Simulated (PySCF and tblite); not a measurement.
The numbers below are computed, except where a source is named.
C3H7BrO, numbered as in [CH3:1][O:2][CH2:3][CH2:4][Br:5].

Conformers came from 90 starts (ETKDG and KDG, MMFF94s, GFN2-xTB); geometries are PBE0-D3(BJ)/def2-SVP. Energies: PBE0-D3(BJ)/def2-TZVP, with GFN2-xTB thermal terms (modes under about 100 cm⁻¹ blended into free rotors). Symmetry numbers and mirror images are counted. Conformers within 4 kcal/mol (GFN2-xTB free energy) were kept, 7 at most. Programs: PySCF with density fitting and tblite.

Rotational constants are equilibrium values for the commonest isotopes; dipoles come from the energy level named.

Torsions listed: C1–O2–C3–C4, O2–C3–C4–Br5. Of a mirror pair one member is shown.

```
conformer       shape   symmetry  weight %
        1  179°, 180°         Cs      41.2
        2  174°, -67°  C1 (pair)      35.8
        3   80°, 178°  C1 (pair)      14.3
        4    62°, 55°  C1 (pair)       6.8
        5   86°, -79°  C1 (pair)       2.0
```

Sets of constants, in random order:

```csv
set,A (MHz),B (MHz),C (MHz),abs μa (D),abs μb (D),abs μc (D)
P,8480,1333,1208,2.07,1.59,0.71
Q,14532,1037,1017,1.50,1.00,0.22
R,6825,1565,1431,1.51,1.37,1.62
S,6303,1634,1365,0.65,0.90,0.50
T,19227,969,939,1.84,0.37,0.01
```

(1) Match each set to its conformer.

## Answers

(1) P is conformer 2, Q is conformer 3, R is conformer 4, S is conformer 5, T is conformer 1.
